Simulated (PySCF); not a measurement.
Compound: C₇H₄BrFO.
Bonds: O1–C2 (double), C2–F3, C2–C4, C4–C5 (aromatic), C5–C6 (aromatic), C6–C7 (aromatic), C7–Br8, C7–C9 (aromatic), C9–C10 (aromatic), C4–C10 (aromatic). Hydrogens: H11 on C5; H12 on C6; H13 on C9; H14 on C10.

Method: PBE0-D3(BJ)/def2-SVP geometry optimisation, gas phase in PySCF; density fitting, grid level 1; the optimiser is geomeTRIC in internal coordinates, started from a GFN2-xTB structure with every atom displaced at random (about 0.01 Å).

Step 1: E = -82096.3065 eV
```
atom  x, y, z in Å  |  force x, y, z in eV/Å
O1     -3.1049    0.8701    0.4546    0.360  -0.647  -0.184
C2     -2.3680   -0.0690    0.3905   -0.220   1.050   0.279
F3     -2.7814   -1.2853    0.7381   -0.186  -0.286  -0.122
C4     -0.9300   -0.0378    0.0611    0.180   0.017   0.133
C5     -0.2887    1.2071   -0.0259   -0.169  -0.132   0.036
C6      1.0877    1.2748   -0.1846    0.033   0.046  -0.018
C7      1.8244    0.0913   -0.2742   -0.091  -0.051  -0.026
Br8     3.6859    0.1785   -0.4852    0.109   0.005  -0.009
C9      1.1986   -1.1557   -0.2108    0.128  -0.048  -0.084
C10    -0.1766   -1.2129   -0.0358   -0.150  -0.059  -0.036
H11    -0.8910    2.1129    0.0659    0.011   0.022  -0.007
H12     1.5971    2.2393   -0.2234   -0.010  -0.015  -0.033
H13     1.7869   -2.0739   -0.2977   -0.037   0.102   0.026
H14    -0.6825   -2.1781    0.0245    0.042  -0.003   0.045
```

Step 2: E = -82096.3213 eV
```
atom  x, y, z in Å  |  force x, y, z in eV/Å
O1     -3.1020    0.8803    0.3984    0.304  -0.033   0.297
C2     -2.3621   -0.0512    0.4131   -0.452   0.188  -0.813
F3     -2.8561   -1.2818    0.5804    0.122  -0.256   0.193
C4     -0.9122   -0.0471    0.1329   -0.027   0.058   0.413
C5     -0.2812    1.1988    0.0319    0.022  -0.021  -0.060
C6      1.0879    1.2763   -0.1821    0.031  -0.010  -0.011
C7      1.8240    0.0942   -0.2962   -0.043   0.008   0.007
Br8     3.6821    0.1845   -0.5762   -0.022  -0.002  -0.004
C9      1.2043   -1.1533   -0.2006    0.060  -0.089  -0.032
C10    -0.1659   -1.2263    0.0210   -0.022   0.143  -0.021
H11    -0.8867    2.1028    0.1252    0.009  -0.001   0.012
H12     1.5884    2.2429   -0.2559    0.000   0.001  -0.007
H13     1.7979   -2.0636   -0.2968    0.009   0.001   0.004
H14    -0.6611   -2.1951    0.1021    0.009   0.012   0.023
```

Q: Estimate the geometry and energy of step 3. (The exact step hangs on the optimiser's Hessian estimate; all steps are aligned on step 2, rigid shifts and turns removed.)

A: E = -82096.3426 eV, largest force 0.228 eV/Å
```
atom  x, y, z in Å  |  force x, y, z in eV/Å
O1     -3.1009    0.8791    0.4129   -0.086  -0.165   0.082
C2     -2.3748   -0.0589    0.3788    0.173   0.094  -0.114
F3     -2.8358   -1.3086    0.5366   -0.143   0.070   0.014
C4     -0.9159   -0.0364    0.1524    0.081  -0.055   0.072
C5     -0.2793    1.2055    0.0491   -0.002   0.023  -0.098
C6      1.0886    1.2746   -0.1798    0.014   0.006   0.017
C7      1.8214    0.0909   -0.2999    0.019   0.014   0.005
Br8     3.6774    0.1794   -0.6027   -0.039   0.002  -0.004
C9      1.2032   -1.1559   -0.1940   -0.047   0.074   0.032
C10    -0.1668   -1.2130    0.0381    0.011  -0.043  -0.030
H11    -0.8792    2.1137    0.1371    0.012   0.004   0.014
H12     1.5911    2.2389   -0.2674    0.004   0.007   0.008
H13     1.7923   -2.0681   -0.2892    0.008  -0.027   0.000
H14    -0.6640   -2.1799    0.1250   -0.003  -0.001   0.001
```

The energy changes by -0.0213 eV. The first-order estimate −F·Δx gives -0.0481 eV and the mean of the old and new forces, exact on a quadratic surface, -0.0217 eV. The step makes an angle of 63° with the force vector and moves no atom by more than 0.055 Å.

The cost below is that of the whole optimisation. Time: 3.2 min; peak memory 0.79 GiB. Hardware: Intel Xeon Platinum 8488C, one thread (shared host).
